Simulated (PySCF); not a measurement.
PBE0-D3(BJ)/def2-SVP geometry optimisation, IEF-PCM water with PySCF 2.14 and geomeTRIC: [Fe(H2O)6]2+, charge 2, multiplicity 5. Start (model start, shaken):

```
19

Fe    0.0000    0.0045   -0.0041
O    -0.0134   -0.0068    2.1251
H     0.7759    0.0201    2.7076
H    -0.7843    0.0073    2.7203
O     0.0016   -0.0140   -2.1404
H     0.7854   -0.0202   -2.7219
H    -0.8035   -0.0193   -2.7426
O     2.1365   -0.0190    0.0041
H     2.7174    0.7722   -0.0377
H     2.7069   -0.7757    0.0017
O    -2.1629   -0.0072   -0.0147
H    -2.7271    0.7909   -0.0121
H    -2.7155   -0.7617   -0.0088
O    -0.0017    2.1417    0.0010
H    -0.0184    2.7161    0.7954
H    -0.0232    2.7279   -0.7732
O    -0.0096   -2.1100    0.0114
H    -0.0180   -2.7139    0.7836
H    -0.0028   -2.7048   -0.7760
```

```tsv
step	E − E(start) / kcal mol⁻¹	largest force / Eh bohr⁻¹
0	0.00	0.03824
1	-3.22	0.00184
2	-3.31	0.00123
3	-3.34	0.00069
4	-3.38	0.00096
5	-3.48	0.00292
6	-3.61	0.00544
7	-3.79	0.00532
8	-4.23	0.00299
9	-4.40	0.00219
10	-4.46	0.00163
11	-4.62	0.00147
12	-4.69	0.00171
13	-4.88	0.00245
14	-4.97	0.00218
15	-5.26	0.00267
16	-5.34	0.00261
17	-5.53	0.00185
18	-5.67	0.00264
19	-5.73	0.00267
20	-5.81	0.00188
21	-5.90	0.00268
22	-6.04	0.00283
23	-6.17	0.00120
24	-6.30	0.00218
25	-6.33	0.00238
26	-6.38	0.00157
27	-6.43	0.00108
28	-6.45	0.00100
29	-6.48	0.00071
30	-6.50	0.00067
31	-6.51	0.00081
32	-6.52	0.00048
33	-6.53	0.00045
```

The optimisation met its thresholds. End point:

```
19

Fe   -0.0169    0.0114    0.0034
O    -0.1765    0.2134    2.0971
H     0.6137    0.1278    2.6489
H    -0.8977   -0.1953    2.5960
O     0.1313   -0.1921   -2.0956
H     0.8653    0.2029   -2.5874
H    -0.6565   -0.0510   -2.6397
O     2.1001   -0.0664    0.2291
H     2.5892    0.7686    0.2438
H     2.6245   -0.6618   -0.3248
O    -2.1274    0.0396   -0.2085
H    -2.6889    0.5482    0.3932
H    -2.5909   -0.7976   -0.3514
O     0.0643    2.1197   -0.2080
H    -0.0616    2.6398    0.5989
H    -0.4822    2.5486   -0.8822
O    -0.0607   -2.1068    0.1834
H     0.4954   -2.5259    0.8563
H     0.1185   -2.5952   -0.6336
```

Metal–donor distances, start → end: O2 2.129 → 2.110 Å, O5 2.136 → 2.114 Å, O8 2.137 → 2.130 Å, O11 2.163 → 2.121 Å, O14 2.137 → 2.120 Å, O17 2.115 → 2.126 Å.

No frequencies were computed, so the end point may be a saddle point.
